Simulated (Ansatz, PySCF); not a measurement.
Acid–base and redox partners of CC#C. Isolated molecules, 0 K electronic values unless said otherwise. Strings in code marks are SMILES.

Quantity: electronic energy of isomers of C3H3, doublet states, relative to `C#C[CH2]`, in eV. HF references are unrestricted for open shells and restricted for singlets.

Level 1: frozen-core CCSD(T)/cc-pVTZ // B3LYP-D3(BJ)/def2-TZVP (Ansatz, a quantum-chemistry and plane-wave program)
Level 2: PBE-D3(BJ)/def2-TZVP // B3LYP-D3(BJ)/def2-TZVP (PySCF)
Level 3: BP86/6-31G* // B3LYP-D3(BJ)/def2-TZVP (PySCF)
Level 4: HF/cc-pVTZ // B3LYP-D3(BJ)/def2-TZVP (Ansatz)

```tsv
species	level 2	level 3	level 4
`[C]#CC`	1.87	1.77	2.02
```

Question: What does level 1 give for each?

Answer: 
- `[C]#CC`: 1.71
